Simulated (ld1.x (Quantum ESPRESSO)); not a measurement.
Which change was made? (Ge, PAW)

```
Element                 : germanium (Ge)
Generator               : ld1.x (Quantum ESPRESSO) 7.5
Type                    : PAW
Functional              : LDA (PZ)
Relativity              : scalar-relativistic
Frozen core             : [Ar] 3d10
Valence charge          : 4
Reference configuration : 4s2 4p1 (charge +1)
Partial waves           : 4s (bound): rcut 1.55, rcutus 2.00 bohr; 4s channel at -1.15 Ry: rcut 1.55, rcutus 2.00 bohr; 4p (bound): rcut 1.65, rcutus 1.80 bohr; 4p channel at 0.35 Ry: rcut 1.65, rcutus 1.80 bohr; 4d channel at -0.15 Ry: rcut 1.40, rcutus 1.85 bohr; 4d channel at 2.2 Ry: rcut 1.40, rcutus 1.85 bohr
Local potential         : all-electron potential smoothed inside 1.85 bohr (lloc = -1)
Core correction         : Bessel-smoothed model core, default radius (core density twice the valence density)
Augmentation charge     : PSQ, inside the norm-conserving radii
```

Cutoffs, loose and tight: the cutoffs (Ry, on a coarse ladder) from which the occupation-weighted sum of valence levels, in a spherical-Bessel basis at the reference potential, stays within 10 and 1 mRy of its value at 400 Ry. They do not see the model core or the augmentation charge, which bear on the density cutoff. Test errors are all-electron minus pseudo excitation energies from the reference, over the configurations 4s2 4p2; 4s2 4p0; 4s1 4p0; 4s0 4p4; 4s1 4p3; 4s2 4p2.3; 4s1 4p2 (two spin-polarised tests are not counted in the largest error); variants that change the core or the reference have their own tests. The largest error is taken over the tests solved by every variant that gives reliable tests at all, those not shown here included: 4s1 4p0; 4s2 4p0; 4s2 4p2.

The base gives: outcome: generated; cutoff, loose: 6 Ry; cutoff, tight: 8 Ry; bound ghosts: d; largest test error (meV): -247.

After one change the result is: outcome: generated; cutoff, loose: 90 Ry; cutoff, tight: 140 Ry; bound ghosts: none; largest test error (meV): -312. Which change was it?
A. waves 4d channel at -0.15 Ry: rcut 1.40, rcutus 2.46 bohr; 4d channel at 2.2 Ry: rcut 1.40, rcutus 2.46 bohr
B. waves 4s (bound): rcut 1.55, rcutus 1.80 bohr; 4s channel at -1.15 Ry: rcut 1.55, rcutus 1.80 bohr
C. core [Ar], valence charge 14; reference 3d10 4s2 4p1; waves now 4s (bound): rcut 1.35, rcutus 1.65 bohr; 4s channel at -1.15 Ry: rcut 1.35, rcutus 1.65 bohr; 4p (bound): rcut 1.45, rcutus 1.95 bohr; 4p channel at 0.35 Ry: rcut 1.45, rcutus 1.95 bohr; 3d (bound): rcut 0.95, rcutus 1.25 bohr; 3d channel at 2.2 Ry: rcut 0.95, rcutus 1.25 bohr; 4f channel at 0.15 Ry: rcut 1.45, rcutus 2.00 bohr; 4f channel at 2 Ry: rcut 1.45, rcutus 2.00 bohr; local potential all-electron potential smoothed inside 1.90 bohr (lloc = -2); core correction Bessel-smoothed model core inside 0.95 bohr
D. all radii but the core radius scaled by about 0.87 (s 1.74, p 1.56, d 1.60 bohr, rcut 1.34/1.44/1.22); local potential all-electron potential smoothed inside 1.60 bohr (lloc = -1)

C. The others give: all radii but the core radius scaled by about 0.87 (s 1.74, p 1.56, d 1.60 bohr, rcut 1.34/1.44/1.22); local potential all-electron potential smoothed inside 1.60 bohr (lloc = -1) → outcome: generated; cutoff, loose: 12 Ry; cutoff, tight: 25 Ry; bound ghosts: d; largest test error (meV): -248 | waves 4s (bound): rcut 1.55, rcutus 1.80 bohr; 4s channel at -1.15 Ry: rcut 1.55, rcutus 1.80 bohr → outcome: generated; cutoff, loose: 8 Ry; cutoff, tight: 15 Ry; bound ghosts: d; largest test error (meV): -248 | waves 4d channel at -0.15 Ry: rcut 1.40, rcutus 2.46 bohr; 4d channel at 2.2 Ry: rcut 1.40, rcutus 2.46 bohr → outcome: generated; cutoff, loose: 6 Ry; cutoff, tight: 8 Ry; bound ghosts: none; largest test error (meV): -247.
